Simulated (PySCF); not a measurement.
Computed shifts of a molecule C2H6OSi, B3LYP/pcSseg-1 (PySCF), GIAO, gas phase, equivalent atoms averaged, in ppm (number of nuclei): ²⁹Si: -27.9 (1). ¹³C: 146.6 (1), 145.5 (1). ¹H: 6.62 (1), 6.52 (1), 6.45 (1), 5.33 (1), 5.19 (1), 0.84 (1). References: ²⁹Si against TMS (σ = 338.7 ppm); ¹⁷O against H2O (σ = 333.8 ppm); ¹³C against TMS (σ = 181.3 ppm); ¹H against TMS (σ = 31.68 ppm), references at their B3LYP-D3(BJ)/def2-TZVP geometries, non-relativistic. Geometry: ωB97X-D3(BJ)/def2-SVP. The values are those of a single conformer.

Task: Which structure fits?
A) O=CC[SiH3]
B) CC(=O)[SiH3]
C) C1C[SiH2]O1
D) C=C[SiH2]O

Result: D, C=C[SiH2]O
